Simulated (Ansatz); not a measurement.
Consider the substitution at a C–C bond: `FCC(F)(C(F)(F)F)C(F)(F)F` + H–F → `FC(F)(F)C(F)(F)C(F)(F)F` + fluoromethane.

Computed with Ansatz on PBE0-D4/def2-TZVP structures; ΔE is electronic, products minus reactants. CCSD(T)/CBS adds triple-zeta CCSD(T) − MP2 to the extrapolated MP2 energy (def2 sets, frozen cores). This one scheme is used for every species. Functionals use def2-TZVPP. One conformer a species, not always the lowest.

| species | BLYP-D4 energy (Eh) |
| --- | --- |
| `FCC(F)(C(F)(F)F)C(F)(F)F` | -952.69779 |
| H–F | -100.48156 |
| `FC(F)(F)C(F)(F)C(F)(F)F` | -913.39646 |
| `CF` | -139.77410 |

(1) Work out ΔE.

Largest T1 diagnostic among the species: 0.012.

## Answers

(1) ΔE = (-913.39646) + (-139.77410) − (-952.69779) − (-100.48156) = 0.00879 Eh = +5.5 kcal/mol. CCSD(T)/CBS gives +10.0 kcal/mol.

In def2-TZVPP, CCSD(T) changes the Hartree–Fock value by +7.3 kcal/mol (the triples alone add +0.7 kcal/mol) and MP2 by +8.8 kcal/mol. The D4 term adds +2.5 kcal/mol with B3LYP and +1.4 kcal/mol with PBE0; it sums over pairs of atoms, weighted by their polarisabilities, and B3LYP, whose exchange is more repulsive, gets the larger term. At CCSD(T), def2-SVP lies −3.2 kcal/mol from the extrapolated value and def2-TZVPP −0.9 kcal/mol.

B3LYP here is the variant with VWN-RPA as its local correlation; programs differ in this.
